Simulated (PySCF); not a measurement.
CH3F3Sn. Atoms are numbered in the order given.

```xyz
8

Sn     0.0000     0.0000    -0.9890
C      0.0000     0.0000     1.2260
F     -1.0847     0.6262     1.7252
F      1.0847     0.6262     1.7252
F      0.0000    -1.2524     1.7252
H     -1.4165    -0.8178    -1.4954
H      1.4165    -0.8178    -1.4954
H      0.0000     1.6356    -1.4954
```
Charge 0, spin multiplicity 1.

The structure is a stationary point at B3LYP-D3(BJ)/def2-SVP. The structure was generated by enumeration; whether it is a known compound was not checked. The def2 effective core potentials stand for the cores of Sn; spin–orbit coupling is left out.

All values below come from PySCF with M06-2X/def2-TZVP.

ESP charges are fitted to the potential on shells at 1.4 to 2.0 van der Waals radii. Atomic charges (e):

```json
[
 {"atom": "Sn1", "Mulliken": "…", "ESP fit": "0.33"},
 {"atom": "C2", "Mulliken": "…", "ESP fit": "0.35"},
 {"atom": "F3", "Mulliken": "…", "ESP fit": "-0.17"},
 {"atom": "F4", "Mulliken": "…", "ESP fit": "-0.17"},
 {"atom": "F5", "Mulliken": "…", "ESP fit": "-0.17"},
 {"atom": "H6", "Mulliken": "…", "ESP fit": "-0.06"},
 {"atom": "H7", "Mulliken": "…", "ESP fit": "-0.06"},
 {"atom": "H8", "Mulliken": "…", "ESP fit": "-0.06"}
]
```

**Question.** Some entries are withheld; supply them. (An estimate is asked for; the answer gives what the named calculation found.)

**Answer.** 
- Sn1, Mulliken: 0.26
- C2, Mulliken: 0.36
- F3, Mulliken: -0.19
- F4, Mulliken: -0.19
- F5, Mulliken: -0.19
- H6, Mulliken: -0.02
- H7, Mulliken: -0.02
- H8, Mulliken: -0.02
